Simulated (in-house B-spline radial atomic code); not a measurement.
The titanium ion Ti⁷⁺: [Ne] 3s2 3p3

Method: non-relativistic SCAN, spin-polarised, spherical fractional occupations, point nucleus. Calculated with a B-spline radial code for spherical atoms.

Effective charges: Z_r = [3n² - l(l+1)]/(2<r>) from the radius, Z_e = n√(-2ε) from the energy, and Slater's rules. Values are occupation-weighted means over spin.

| shell | electrons | ε (eV) | <r> (bohr) | Z_r | Z_e | Slater |
| --- | --- | --- | --- | --- | --- | --- |
| 1s | 2 | -4998.9 | 0.07018 | 21.37 | 19.17 | 21.70 |
| 2s | 2 | -676.19 | 0.3253 | 18.45 | 14.10 | 17.85 |
| 2p | 6 | -586.93 | 0.2889 | 17.31 | 13.14 | 17.85 |
| 3s | 2 | -179.96 | 0.9238 | 14.61 | 10.91 | 11.80 |
| 3p | 3 | -158.69 | 0.9381 | 13.33 | 10.25 | 11.80 |

The least bound orbital is 3p up at -158.7 eV, and it is also the most diffuse (<r> = 0.9381 bohr).
